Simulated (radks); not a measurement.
Values are calculated unless marked as measured or tabulated.
Orbital eigenvalues (eV) of the thallium ion Tl3+, [Xe] 4f14 5d10, at several levels of relativity; Dirac values are averaged over j with weights 2j + 1. Spin-unpolarised spherical Kohn-Sham, PBEsol, point nucleus unless stated (finite: rms radius 5.4759 fm), a radial shooting solver on a logarithmic mesh with Libxc functionals. A level marked "c x" has the speed of light scaled by that factor and shares open shells by 2j + 1; other Dirac levels either fill j = l - 1/2 first or share by 2j + 1.

\begin{tabular}{lrrrrr}
shell & non-rel. & scalar-rel. & Dirac, 2j+1 shares & Dirac, low j first & change of magnitude, last against first (%) \\ \hline
3s & -3090.2 & -3667.6 & -3657.7 & -3657.7 & +18.36 \\
3p & -2860.3 & -3053.7 & -3076.6 & -3076.6 & +7.56 \\
3d & -2430.9 & -2418.1 & -2411.6 & -2411.6 & -0.79 \\
4s & -694.13 & -841.08 & -838.80 & -838.80 & +20.84 \\
4p & -593.81 & -639.89 & -645.97 & -645.97 & +8.78 \\
4d & -408.77 & -404.28 & -403.24 & -403.24 & -1.35 \\
4f & -158.88 & -143.50 & -143.06 & -143.06 & -9.95 \\
5s & -131.17 & -160.43 & -160.06 & -160.06 & +22.03 \\
5p & -98.139 & -105.48 & -106.77 & -106.77 & +8.80 \\
5d & -45.413 & -44.343 & -44.329 & -44.329 & -2.39 \\
6s (empty) & -30.489 & -35.001 & -34.986 & -34.986 & +14.75 \\
6p (empty) & -23.267 & -24.384 & -24.557 & -24.557 & +5.55 \\
\end{tabular}
